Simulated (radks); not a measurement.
The numbers below are computed, except where a source is named.
Ir43+, 34 electrons, occupied as [Ar] 3d10 4s1 4p5 (not the ground configuration).

Code: a radial shooting solver on a logarithmic mesh with Libxc functionals. Model: scalar-relativistic Kohn-Sham, r2SCAN, spin-polarised, spherical densities, finite nucleus; open shells are filled with parallel spins first (spin-orbit coupling, left out, can overturn this in heavy ions); meta-GGA in the generalised Kohn-Sham scheme; Fermi nuclear charge, rms radius 5.4032 fm.

Energy parts (hartree):
total: -16594.8074
kinetic: 18571.0995
electron-nucleus: -38319.1072
Hartree: 3418.3140
exchange-correlation: -265.1137

Orbitals (lengths in bohr, moments of r in powers of bohr; <r^-3> diverges for s and p1/2):
| orbital | occ. | eigenvalue (hartree) | <r^-3> |
|---|---|---|---|
| 1s up | 1 | -2876.934 | - |
| 1s down | 1 | -2876.829 | - |
| 2s up | 1 | -567.0161 | - |
| 2s down | 1 | -566.9779 | - |
| 2p up | 3 | -502.6804 | 23100 |
| 2p down | 3 | -502.6145 | 23100 |
| 3s up | 1 | -188.3537 | - |
| 3s down | 1 | -188.2806 | - |
| 3p up | 3 | -169.3571 | 5435 |
| 3p down | 3 | -169.2700 | 5433 |
| 3d up | 5 | -149.0239 | 685.5 |
| 3d down | 5 | -148.9339 | 685.8 |
| 4s up | 1 | -88.63681 | - |
| 4s down | 0 | -88.13412 | - |
| 4p up | 3 | -81.48527 | 1777 |
| 4p down | 2 | -81.01427 | 1771 |
| 4d up | 0 | -73.40127 | 220.8 |
| 4d down | 0 | -72.98956 | 221.0 |
| 4f up | 0 | -65.76552 | 54.46 |
| 4f down | 0 | -65.45865 | 54.81 |
| 5s up | 0 | -50.66250 | - |
| 5s down | 0 | -50.59693 | - |
| 5p up | 0 | -47.31560 | 808.1 |
| 5p down | 0 | -47.29470 | 797.8 |

The highest occupied level is 4p down at -2204.5 eV. The configuration is held as typed, so some empty levels lie below it. The electron density at the nucleus is 1.943e+06 e/bohr^3 (large components only).
